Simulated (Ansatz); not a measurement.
`CC(C)[O][SnH3]`, 15 atoms. The species carries charge 0 and has multiplicity 1. Correlated methods include outer-core shells of Sn, which these sets cover unevenly. Sn: def2 effective core potential. All runs use 4 threads of an Arm Neoverse V2 on a shared host. Correlated methods freeze the cores.

**Question.** How many basis functions does each run have, and how long does it take in Ansatz? RKS PBE0-D4/def2-TZVP relaxation (18 steps); RKS PBE0-D4/def2-TZVP frequencies; RKS PBE0-D4/def2-QZVPP energy; RHF-MP2/def2-TZVPP energy; RKS revPBE-D4/def2-TZVPP energy; RKS ωB97X-V/def2-TZVPP energy; RHF-CCSD(T)/def2-SVP energy; RHF-MP2/def2-QZVPP energy; direct RPA on PBE orbitals/def2-TZVPP energy; RKS PBE0-D4/def2-SVP energy; RKS r2SCANh-D4/def2-TZVPP energy; RKS ωB97M-V/def2-SVP energy. (Best estimate.)

**Answer.** The calculation gave: Other jobs shared the machine, so times are rough.

| level | job | functions | wall time | peak host memory (GiB) |
| --- | --- | --- | --- | --- |
| RKS PBE0-D4/def2-SVP | energy | 132 | 1.6 s | 0.56 |
| RKS revPBE-D4/def2-TZVPP | energy | 314 | 2.9 s | 0.47 |
| RHF-MP2/def2-TZVPP | energy | 314 | 6 s | 1.1 |
| RKS ωB97M-V/def2-SVP | energy | 132 | 6.5 s | 0.56 |
| RKS r2SCANh-D4/def2-TZVPP | energy | 314 | 7.5 s | 0.98 |
| direct RPA on PBE orbitals/def2-TZVPP | energy | 314 | 10 s | 1.1 |
| RKS ωB97X-V/def2-TZVPP | energy | 314 | 11 s | 1.2 |
| RKS PBE0-D4/def2-QZVPP | energy | 610 | 12 s | 2.7 |
| RHF-CCSD(T)/def2-SVP | energy | 132 | 21 s | 1.1 |
| RHF-MP2/def2-QZVPP | energy | 610 | 42 s | 5.6 |
| RKS PBE0-D4/def2-TZVP | relaxation (18 steps) | 234 | 81 s | 0.75 |
| RKS PBE0-D4/def2-TZVP | frequencies | 234 | 5.1 min | 0.76 |
